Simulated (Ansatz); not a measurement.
`CC[SiH2][TeH]` + `O[SiH3]` → `CC[SiH2]O[SiH3]` + H₂Te  (ligand exchange at the Si–Te bond)

Gas-phase electronic energies from Ansatz, PBE0-D4/def2-TZVP geometries. CCSD(T)/CBS adds triple-zeta CCSD(T) − MP2 to the extrapolated MP2 energy (def2 sets, frozen cores). DFT in def2-TZVPP. B3LYP here is the variant with VWN-RPA as its local correlation; programs differ in this. Elements past krypton have def2 core potentials. For Te outer-core shells are correlated without core-valence functions, which leaves a few kJ/mol of doubt a bond. One conformer a species, not always the lowest.

| level | ΔE (eV) |
| --- | --- |
| PBE-D4 | -0.32 |
| B3LYP-D4 | -0.54 |
| ωB97X-V | -0.51 |
| ωB97M-V | -0.51 |
| CCSD/def2-TZVPP | -0.56 |
| HF/def2-QZVPP | -0.75 |
| SCS-MP2/def2-QZVPP | -0.50 |
| HF/CBS(def2) | -0.75 |

What does CCSD(T)/CBS give? (An estimate is asked.)

Computed: -0.45 eV. The listed levels differ from it by 0.13, -0.09, -0.06, -0.06, -0.11, -0.30, -0.05, -0.30 eV.

Largest T1 diagnostic among the species: 0.011.

From PBE to PBE0 (25 % exact exchange), in def2-TZVPP and without D4, ΔE moves by −0.05 eV. In def2-TZVPP, CCSD(T) changes the Hartree–Fock value by +0.20 eV (the triples alone add +0.04 eV) and MP2 by +0.28 eV.
